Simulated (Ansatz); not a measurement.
Cartesian coordinates in Å:
```
C -0.6680 0.4776 -1.8419
O -0.2485 -0.7157 -1.2315
Si 0.1191 -0.8306 0.3728
C 1.5588 0.2700 0.8061
N -1.1622 -0.4061 1.4225
H 0.1476 1.2085 -1.9038
H -1.5046 0.9375 -1.3017
H -0.9992 0.2507 -2.8574
H 0.4264 -2.2725 0.5214
H 2.3978 0.0888 0.1303
H 1.8975 0.0829 1.8277
H 1.2928 1.3284 0.7293
H -2.0260 -0.9184 1.4715
H -1.2316 0.4988 1.8544
```

Total charge 0; spin multiplicity 1.

(1) List the PBE/def2-TZVPP orbital energies in eV (the Gaussian-basis code of Ansatz). (An estimate is asked.)

Results:

(1) Ansatz gave: Occupied: -1779.55, -509.81, -379.80, -269.91, -268.33, -137.18, -93.94, -93.91, -93.89, -24.93, -20.88, -17.14, -16.60, -12.85, -12.05, -11.17, -10.77, -10.69, -9.79, -9.60, -8.61, -7.84, -7.02, -6.38, -5.94. Lowest empty: 0.07, 0.61, 1.12, 1.45, 1.64, 2.08, 2.35, 2.51.
